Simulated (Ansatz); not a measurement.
Cl3OTa (SMILES [O]=[Ta]([Cl])([Cl])[Cl]), singlet, geometry from GFN2-xTB (such geometries of metal compounds can be far from the true shape) (core potentials on Ta); B3LYP/def2-SVP in Ansatz (a program for electronic structure).

The Ansatz input:
Ansatz 0.2 input:
```yaml
crystal:
  periodic: [false, false, false]
  atoms:
    - {symbol: Ta, position_ang: [0.15665099, 0.08849969, -0.15002696]}
    - {symbol: O, position_ang: [1.28874592, 0.72807464, -1.23425093]}
    - {symbol: Cl, position_ang: [1.08693711, -0.91589593, 1.59030402]}
    - {symbol: Cl, position_ang: [-1.17072286, -1.42716546, -1.06863054]}
    - {symbol: Cl, position_ang: [-1.19536069, 1.62040996, 0.70338389]}
basis:
  gaussian:
    orbitals: def2-SVP
hamiltonian:
  xc: b3lyp
accuracy: high
```

Output, abridged:

```
Functional definition: B3LYP
2034 factors; integrals over basis functions are off by at most 3.3e-9 eV
mean field evaluation 1: about -41152.6249 eV, gradient 6.9e1 eV
mean field evaluation 2: about -41014.4580 eV, gradient 2.3e2 eV
mean field evaluation 4: about -41161.5682 eV, gradient 7.9e0 eV
mean field evaluation 8: about -41161.8288 eV, gradient 7.3e-1 eV
mean field evaluation 16: about -41161.8302 eV, gradient 4.0e-5 eV
mean field -41161.83019401 eV, -1512.6693591394 hartree, gradient 3.1e-8 eV, S^2 0.000000; 0 other end points of the search recorded, 0 dependent functions left out
reference -41161.83023598 eV, -1512.6693606816 hartree; 36, 36 occupied and 64, 64 virtual orbitals, 2034 factors
Total energy: -41161.83023598 eV, -1512.6693606816 hartree
```
